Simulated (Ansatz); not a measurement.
A structure relaxed at PBE0-D4/def2-TZVPD in Ansatz, charge -1, doublet:

```xyz
6

Ga    0.509   -0.827    0.686
Ga   -0.510    0.824   -0.689
H     1.888   -0.622    1.485
H    -1.891    0.629   -1.488
H     0.093    2.292   -0.939
H    -0.089   -2.295    0.945
```

(1) Give its formula and point group.

(2) Summarise the bond lengths by kind (pairs closer than 1.2 times the sum of covalent radii, bridged metal pairs left out).

Results:

(1) the cluster Ga₂H₄⁻. Point group D2h (tolerance 0.1 Å).

(2) 1 × Ga–Ga 2.38 Å; 4 × Ga–H 1.61 Å.

The highest occupied level of the charge -1 doublet lies above zero (up to 0.15 eV). By energy differences its removal costs 1.54 eV (vertical, to the charge 0 singlet, at PBE0-D4/def2-TZVPD); a positive level beside a positive removal energy at the same level points to self-interaction error. The relaxation made no stability test and no search for a lower SCF solution. The structure comes from a short search, and lower isomers may exist.
